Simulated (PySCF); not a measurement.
Two species compared at the same levels of theory.

First species: C6H11ClSi.
SMILES: `C=C=C(C)[Si@@H](Cl)CC`

Second species: C5H13PSSi.
Numbering: `[CH3:1][Si@H:2]1[CH2:3][CH2:4][P@@H:5](=[S:6])[CH2:7][CH2:8]1` (hydrogens: H9, H10, H11 on C1; H12 on Si2; H13, H14 on C3; H15, H16 on C4; H17 on P5; H18, H19 on C7; H20, H21 on C8)

Levels: PBE0/pcSseg-1 for HOMO energy, LUMO energy and HOMO–LUMO gap. Geometries: GFN2-xTB. Each species is one conformer at its optimised geometry, gas phase, non-relativistic unless stated. Electronic properties by PySCF.

The conformers computed, where there is a choice (atom-mapped SMILES and torsion angles):
- `[CH2:1]=[C:2]=[C:3]([CH3:4])[Si@@H:5]([Cl:6])[CH2:7][CH3:8]`: C2–C3–Si5–Cl6 -119°, C3–Si5–C7–C8 66°

The conformers of `C[Si@H]1CC[P@@H](=S)CC1` aren't listed.

Values for the first species:

```
HOMO energy   : -7.50 eV
LUMO energy   : -0.23 eV
HOMO–LUMO gap : 7.27 eV
```

(1) Estimate the same properties for the second species, and the change in each.

## Answers

(1) 
```json
{"property": "HOMO energy", "first": "-7.50 eV", "second": "-6.51 eV", "second less first": "+0.99 eV"}
{"property": "LUMO energy", "first": "-0.23 eV", "second": "0.51 eV", "second less first": "+0.74 eV"}
{"property": "HOMO–LUMO gap", "first": "7.27 eV", "second": "7.02 eV", "second less first": "-0.25 eV"}
```

